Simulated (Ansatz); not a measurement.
acetylene (C$_{2}$H$_{2}$), singlet, at a GFN2-xTB geometry; PBE0/def2-SVP (Ansatz, a quantum-chemistry and plane-wave program).

Here is a job for Ansatz.
Ansatz 0.2 input:
```yaml
crystal:
  periodic: [false, false, false]
  atoms:
    - {symbol: C, position_ang: [-0.00000000, -0.00000000, -0.59686216]}
    - {symbol: C, position_ang: [0.00000000, 0.00000000, 0.59686216]}
    - {symbol: H, position_ang: [0.00000000, 0.00000000, 1.64657465]}
    - {symbol: H, position_ang: [-0.00000000, -0.00000000, -1.64657465]}
basis:
  gaussian:
    orbitals: def2-SVP
hamiltonian:
  xc: pbe0
accuracy: high
```

What the program printed (banner, timings and long lists left out):

```
Functional definition: PBE0
752 factors; integrals over basis functions are off by at most 3.1e-9 eV
mean field evaluation 1: about -2097.0200 eV, gradient 3.2e1 eV
mean field evaluation 2: about -2097.8959 eV, gradient 2.7e1 eV
mean field evaluation 4: about -2099.8249 eV, gradient 2.4e-1 eV
mean field evaluation 8: about -2099.8232 eV, gradient 3.9e-4 eV
mean field evaluation 16: about -2099.8232 eV, gradient 1.9e-9 eV
mean field -2099.82316329 eV, -77.1670779396 hartree, gradient 1.7e-9 eV, S^2 0.000000; 0 other end points of the search recorded, 0 dependent functions left out
reference -2099.82316482 eV, -77.1670779960 hartree; 7, 7 occupied and 31, 31 virtual orbitals, 752 factors
Total energy: -2099.82316482 eV, -77.1670779960 hartree
```
